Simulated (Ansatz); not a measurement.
Cost and result up the ladder for Zn₆Se₄Cl₄ (14 atoms). The state is a singlet with charge 0. Geometry: PBE-D4/def2-SVP.

```csv
atom,x (Å),y (Å),z (Å)
Se1,-2.373,0.827,-0.233
Se2,1.268,2.518,1.429
Se3,1.667,-0.323,-1.047
Se4,0.075,-1.727,2.433
Zn5,-1.637,-0.563,-2.063
Zn6,2.939,1.819,-0.150
Zn7,-0.064,1.371,-0.328
Zn8,-2.056,-0.595,1.764
Zn9,1.340,0.095,1.548
Zn10,0.140,-1.903,0.048
Cl11,-0.963,0.040,-4.009
Cl12,4.809,2.201,-1.089
Cl13,-3.750,-0.927,3.043
Cl14,-1.393,-2.833,-1.347
```

Ansatz on 2 threads of AMD EPYC 7R13 on a shared host and a share (18 GiB) of an NVIDIA H100 80GB HBM3. Times are rough, and most runs start from the orbitals of an earlier one. PBE0-D4/def2-TZVP serves as the yardstick here, not as an exact answer. Differences are given only for rows in sets of like size (and for xTB, whose basis is part of the method), since another set adds its own error. Binding counts from free atoms at the same level (Se triplet, Zn singlet, Cl doublet; other spins of the atoms weren't run), without zero-point energy or a counterpoise term.

Correlated methods freeze 110 core orbitals; core or outer-core shells of Se are correlated, in sets that lack core-valence functions. The rows differ in basis, and correlated rows in double-zeta sets carry the largest basis error. Single mean-field runs in def2-TZVP are fitted with def2-universal-jkfit.

Correlated methods converge slowly with the basis, most of all in double-zeta sets.

| level | functions | binding energy per atom (eV) | difference from PBE0-D4/def2-TZVP (eV) |
| --- | --- | --- | --- |
| PBE-D4/def2-SVP | 386 | 2.59 | – |
| PBE0-D4/def2-SVP | 386 | 2.56 | – |
| BHLYP-D4/def2-TZVP | 628 | 2.25 | -0.19 |
| PBE0-D4/def2-TZVP (with forces) | 628 | 2.44 | 0.00 |
| MP2/def2-SVP | 386 | 2.36 | – |
| r2SCANh-D4/def2-TZVP (with forces) | 628 | 2.48 | 0.05 |
| RPA@PBE/def2-SVP | 386 | 1.88 | – |
| B97M-V/def2-TZVP | 628 | 2.33 | -0.11 |
| r2SCAN-D4/def2-TZVP | 628 | 2.50 | 0.06 |
| PBE-D4/def2-TZVP | 628 | 2.42 | -0.02 |

(1) Estimate how long each takes.

Answers

(1) PBE-D4/def2-SVP 3.3 s; PBE-D4/def2-TZVP 3.8 s; r2SCAN-D4/def2-TZVP 6 s; PBE0-D4/def2-SVP 6 s; BHLYP-D4/def2-TZVP 6 s; MP2/def2-SVP 6.5 s; B97M-V/def2-TZVP 7 s; r2SCANh-D4/def2-TZVP (with forces) 8.5 s; PBE0-D4/def2-TZVP (with forces) 9 s; RPA@PBE/def2-SVP 9 s. On shared hardware such times vary by a factor of up to 3.
